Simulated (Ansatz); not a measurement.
Species: CuF, charge 0, multiplicity 1. 
Geometry from a B3LYP-D3(BJ)/def2-TZVP (Ansatz, an electronic-structure program) optimisation:
SMILES: [F][Cu]
```xyz
2

Cu     0.0000     0.0000    -0.4195
F      0.0000     0.0000     1.3519
```
Charge 0, spin multiplicity 1.

Computed values are from Ansatz. Cores are frozen in the correlated levels unless marked. UHF or UKS for open shells. No spin-orbit coupling. Frozen are the shells of the preceding noble gas and the d and f shells that filled before the atom's block. Non-relativistic. CBS marks a two-point X^-3 extrapolation of the correlation energy; Hartree-Fock from the larger set.

| Property | Result |
|---|---|
| atomisation energy De | 97.1 kcal/mol at CCSD(T)/CBS(def2-TZVPPD,def2-QZVPPD) |
| vertical ionisation energy (to the doublet) | 10.72 eV at CCSD(T)/CBS(def2-TZVPPD,def2-QZVPPD) |
| total energy | -1739.2734 Eh at CCSD(T)/CBS(def2-TZVPPD,def2-QZVPPD) |
| dipole moment | 6.15 D at CCSD(T)/def2-SVPD |

The T1 diagnostic of CCSD in the largest basis is 0.036, which is high, so the coupled-cluster rows are less sure than usual.
